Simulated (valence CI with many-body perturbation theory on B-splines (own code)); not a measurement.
# Energy levels of Yb⁴⁹⁺

Method: configuration interaction combined with many-body perturbation theory (CI+MBPT): three valence electrons over a frozen Dirac-Fock core [Ar], radial functions for each j: 9 s, 9 p, 10 d, 8 f, 5 g, 3 h, 1 i, with the one-electron correlation potential Σ1 (screened to all orders), the two-electron term Σ2, the three-electron term Σ3, Breit, model QED; selected single and double excitations, second order for the rest (own B-spline code, finite nucleus).

The last digits are not significant, and no measured levels were compared; by estimate large intervals hold to a few tenths of a per cent, small ones and those within an open d or f shell to about a per cent. Only levels of the ground parity were solved; by the run's estimate the other parity begins above the list, which can be wrong where configurations are misplaced.

Levels 1 to 19 of 19, with energies above the lowest level, (3d3/2^3) J=3/2. "Leading %" is the weight of the configuration and term that name the level; weights of strongly mixed levels are sums over their largest components and can fall short. In the jj column 3d3/2^4 stands for four electrons in 3d with j = 3/2. Lifetimes count E1, E2, E3, M1 and M2 decay at the calculated energies, and are blank where another channel may lead or the interval is too uncertain; long ones can be off by a factor of two.

```
No.  Configuration  Term     J  E (cm⁻¹)  Leading %  Lifetime      g             Leading jj
  1            3d³    ⁴F   3/2         0         46            0.706         3d3/2^3 (98 %)
  2            3d³    ⁴F   5/2    395240         83    670 ns  1.050   3d3/2^2 3d5/2 (99 %)
  3            3d³    ⁴P   3/2    444010         38    818 ns  1.177   3d3/2^2 3d5/2 (98 %)
  4            3d³    ²G   7/2    470040         49    178 μs  1.041   3d3/2^2 3d5/2 (96 %)
  5            3d³    ²H   9/2    471850         45            1.039   3d3/2^2 3d5/2 (99 %)
  6            3d³    ⁴P   1/2    483650         58   2.19 μs  1.819  3d3/2^2 3d5/2 (100 %)
  7            3d³    ²D   5/2    653700         41   5.45 μs  1.260   3d3/2^2 3d5/2 (94 %)
  8            3d³    ⁴F   7/2    857560         64    363 ns  1.109   3d3/2 3d5/2^2 (98 %)
  9            3d³    ⁴F   9/2    890930         51    620 ns  1.131   3d3/2 3d5/2^2 (97 %)
 10            3d³    ⁴P   3/2    929940         41    298 ns  1.113   3d3/2 3d5/2^2 (99 %)
 11            3d³    ²P   1/2    951790         58    467 ns  1.498  3d3/2 3d5/2^2 (100 %)
 12            3d³    ²H  11/2    963650        100   1.53 μs  1.081  3d3/2 3d5/2^2 (100 %)
 13            3d³    ²D   5/2    967500         44    589 ns  1.268   3d3/2 3d5/2^2 (94 %)
 14            3d³    ²F   5/2   1027700         43    922 ns  1.099   3d3/2 3d5/2^2 (98 %)
 15            3d³    ²F   7/2   1035200         80   1.16 μs  1.089   3d3/2 3d5/2^2 (98 %)
 16            3d³    ²D   3/2   1179800         75    566 ns  0.909   3d3/2 3d5/2^2 (94 %)
 17            3d³    ²G   9/2   1351500         51    303 ns  1.154         3d5/2^3 (98 %)
 18            3d³    ²D   3/2   1459400         47    288 ns  1.109         3d5/2^3 (94 %)
 19            3d³    ²D   5/2   1535500         60    229 ns  1.158         3d5/2^3 (96 %)
```

The ionisation energy to 3d² ³F2 of the next ion comes out as 4365 eV (NIST: 4364 ± 4 eV (theoretical)). All 19 levels together are meant to be complete up to 1596900 cm⁻¹.
